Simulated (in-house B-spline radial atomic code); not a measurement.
RPA and G0W0 on r2SCAN0: the vanadium ion V⁸⁺

Configuration [Ne] 3s2 3p3, highest spin, mean-field start r2SCAN0. Computed with an all-electron radial atomic-structure program (B-spline basis): all electrons, non-relativistic, point nucleus, each spin shell either full or empty, empty states to l = 9 with an (l + 1/2)⁻⁴ tail; G0W0 by contour deformation at full frequency.

Command:
```bash
python run_gw.py task.json out
```
Settings (radii: box in bohr, nucleus in fm):
```
Z                        23
electrons                15
configuration            [Ne] 3s2 3p3
hamiltonian              nr
method                   r2scan0
lmax                     9
spin_polarised           True
box_radius               7.7
intervals                47
```

Cost of the run: 1.9 s on 1 thread of Arm Neoverse N1, with other jobs on the host.

Energies (hartree):

```tsv
term	value
mean-field total	-921.22946
Hartree-Fock functional on these orbitals	-920.63546
direct second order	-1.0622
second-order exchange	0.38571
SOSEX correction	0.35468
```

What is the RPA correlation energy, and what remains with SOSEX?

RPA gives -0.95149 hartree (-1.73 eV per electron); RPA + SOSEX gives -0.59682, and the second-order doubles -0.67646 hartree (no singles). SOSEX takes back 37 % of the RPA value.

Quasi-particle levels (eV):

```
  level  occupied  mean field  Σx - vxc     Σc  QP weight     G0W0
  3p up       yes     -195.98     -8.07      ?          ?        ?
3s down       yes     -213.65     -5.68  -3.51      0.968  -222.84
2p down       yes     -688.62    -27.08   6.36      0.958  -709.35
3p down        no     -180.44     10.07  -3.42      0.964  -173.79
```

G0W0 = mean field + (Σx - vxc) + Σc, with Σc (partial-wave tail included) taken at the quasi-particle energy. Only the outer levels were computed. Levels of low weight are left out.

Where does G0W0 put 3p up?

At -204.42 eV, with Σc = -0.37 eV and a quasi-particle weight of 0.965. The tabulated removal energy is 206 ± 0.4 eV (NIST, semi-empirical); the calculation leaves out relativity, Breit and QED terms, and what these don't explain is the method's own error.
